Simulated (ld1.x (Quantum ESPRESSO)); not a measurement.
# u(r) = r·R(r): atom against pseudo-atom (aluminium)

Columns: radius, all-electron u(r) and pseudo u(r) of the 3s shell (level -7.97 eV) of aluminium in the configuration [Ne] 3s1.75 3p1.25; PBE, scalar-relativistic, TM scheme, ld1.x (Quantum ESPRESSO) 7.5.

```
r (bohr)  all-electron  pseudo
   0.088        0.1361  0.0366
   0.175       -0.0290  0.0712
   0.262       -0.1891  0.1027
   0.350       -0.2784  0.1302
   0.438       -0.2963  0.1529
   0.525       -0.2619  0.1710
   0.612       -0.1945  0.1861
   0.700       -0.1075  0.2006
   0.788       -0.0122  0.2173
   0.875        0.0829  0.2389
   0.962        0.1744  0.2681
   1.050        0.2603  0.3072
   1.138        0.3380  0.3559
   1.225        0.4061  0.4104
   1.312        0.4653  0.4657
   1.400        0.5163  0.5163
   1.487        0.5587  0.5587
   1.575        0.5940  0.5940
   1.662        0.6221  0.6221
   1.750        0.6441  0.6441
   1.838        0.6600  0.6600
   1.925        0.6703  0.6703
   2.012        0.6758  0.6758
   2.100        0.6769  0.6769
   2.188        0.6742  0.6742
   2.275        0.6681  0.6681
```

**Question.** How many radial nodes do the two functions have?

**Answer.** The all-electron 3s function has n − l − 1 = 2; the pseudo-wave has 0, since the states of the same l below it are removed with the core.

**Question.** At about which radius was the pseudo-wave matched?

**Answer.** 1.45 bohr. The columns agree to 0.0005 from 1.31 bohr on; several derivatives are matched, so the curves merge somewhat inside the radius.

**Question.** Is the pseudo-wave norm-conserving?

**Answer.** Yes: the TM scheme keeps the norm inside the radius equal to the all-electron one, which fixes the energy derivative of the logarithmic derivative at the level.
